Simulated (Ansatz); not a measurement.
C2H7NSi can be A, `C/C=N\[SiH3]`, or B, `NC1C[SiH2]1`.

Program: Ansatz. Geometries: PBE0-D4/def2-TZVP. ΔE: electronic, gas phase. CBS: MP2 limit from def2 TZ/QZ plus the TZ coupled-cluster correction, frozen cores. Functionals use def2-TZVPP. B3LYP here is the variant with VWN-RPA as its local correlation; programs differ in this. Each species was taken in one conformer, which may not be the lowest.

(1) Which is lower in electronic energy at CCSD(T)/CBS, and by how much? (Estimate.)

(2) Give E(B) − E(A) in kcal/mol with CCSD(T)/def2-TZVPP, CCSD(T)/def2-SVP, PBE0-D4, MP2/def2-TZVPP, B3LYP-D4, ωB97M-V, B3LYP. (Estimate.)

(3) Does the order hold for the free energy at 298.15 K (harmonic terms from PBE0-D4)? (Estimate.)

Largest T1 diagnostic: 0.013.

Results:

(1) The calculation gave: A, by 25.3 kcal/mol.

(2) Computed: CCSD(T)/def2-TZVPP 26.4, CCSD(T)/def2-SVP 27.1, PBE0-D4 21.8, MP2/def2-TZVPP 24.5, B3LYP-D4 28.7, ωB97M-V 24.4, B3LYP 28.9. None reverses the order clearly.

(3) The calculation gave: Yes: G(B) − G(A) = +28.5 kcal/mol, for one conformer each.

From r2SCAN to r2SCAN0 (25 % exact exchange), in def2-TZVPP and without D4, E(B) − E(A) moves by −0.9 kcal/mol. Leaving LDA and LC-ωPBE aside and taking each functional with its dispersion term where it has one, the values, not all of them listed here, spread over 8.0 kcal/mol, from PBE0-D4 to BLYP-D4. LDA lies −5.6 kcal/mol from PBE without D4.
